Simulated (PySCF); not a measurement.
# Shieldings and the share of exact exchange

Molecule: SMILES CB(F)F, CH3BF2.

Mapped SMILES: `[CH3:1][B:2]([F:3])[F:4]`; H(Xn) means a hydrogen on atom n.

GIAO shieldings (ppm, equivalent atoms averaged) in PySCF 2.14.0 with density-fitted response routines on the PBE0-D3(BJ)/def2-SVP geometry, basis pcSseg-2, gas phase, non-relativistic:

```csv
functional,exact exchange (%),σ(B2),σ(F3/F4)
BLYP,0,62.0,225.4
BP86,0,64.7,224.5
PBE,0,63.9,222.3
B3LYP,20,66.6,240.6
mPW1PW91,25,69.6,243.5
BHandHLYP,50,73.3,261.0
HF,100,85.4,291.2
```

(1) Fit each shielding as a line in the percentage of exact exchange.

(2) What does the line predict for PBE0 (25 %), and what does the run give?

Answers

(1) σ(B2) = 63.3 + 0.22 x (rms 1.0 ppm); σ(F3/F4) = 225.2 + 0.68 x (rms 1.7 ppm). The functionals also differ in their semilocal parts, which the line can't hold; Hartree–Fock has no correlation at all.

(2) σ(B2): 68.8 predicted, 69.5 computed; σ(F3/F4): 242.2 predicted, 242.1 computed ppm.
